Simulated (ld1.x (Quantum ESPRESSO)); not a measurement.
## u(r) = r·R(r): atom against pseudo-atom (Mo)

Columns: radius, all-electron u(r) and pseudo u(r) of the 4p shell (level -39.86 eV) of molybdenum in the configuration [Ar] 3d10 4s2 4p6 4d5 5s0 5p1; PBE, scalar-relativistic, RRKJ scheme, ld1.x (Quantum ESPRESSO) 7.5.

| r (bohr) | all-electron | pseudo |
| --- | --- | --- |
| 0.098 | 0.3117 | 0.0217 |
| 0.195 | -0.2039 | 0.0839 |
| 0.292 | -0.5217 | 0.1806 |
| 0.390 | -0.4359 | 0.3039 |
| 0.488 | -0.1293 | 0.4416 |
| 0.585 | 0.2223 | 0.5799 |
| 0.682 | 0.5311 | 0.7087 |
| 0.780 | 0.7654 | 0.8194 |
| 0.878 | 0.9176 | 0.9033 |
| 0.975 | 0.9973 | 0.9560 |
| 1.072 | 1.0203 | 0.9774 |
| 1.170 | 1.0018 | 0.9693 |
| 1.268 | 0.9547 | 0.9357 |
| 1.365 | 0.8908 | 0.8827 |
| 1.463 | 0.8169 | 0.8155 |
| 1.560 | 0.7403 | 0.7416 |
| 1.658 | 0.6635 | 0.6650 |
| 1.755 | 0.5905 | 0.5913 |
| 1.852 | 0.5223 | 0.5224 |
| 1.950 | 0.4589 | 0.4589 |
| 2.047 | 0.4020 | 0.4020 |
| 2.145 | 0.3503 | 0.3503 |
| 2.242 | 0.3048 | 0.3048 |
| 2.340 | 0.2641 | 0.2641 |
| 2.438 | 0.2284 | 0.2284 |
| 2.535 | 0.1974 | 0.1974 |

**Question.** How many radial nodes do the two functions have?

**Answer.** The all-electron 4p function has n − l − 1 = 2; the pseudo-wave has 0, since the states of the same l below it are removed with the core.

**Question.** At about which radius was the pseudo-wave matched?

**Answer.** 1.95 bohr. The columns agree to 0.0005 from 1.85 bohr on; several derivatives are matched, so the curves merge somewhat inside the radius.

**Question.** Is the pseudo-wave norm-conserving?

**Answer.** Yes: the RRKJ scheme keeps the norm inside the radius equal to the all-electron one, which fixes the energy derivative of the logarithmic derivative at the level.
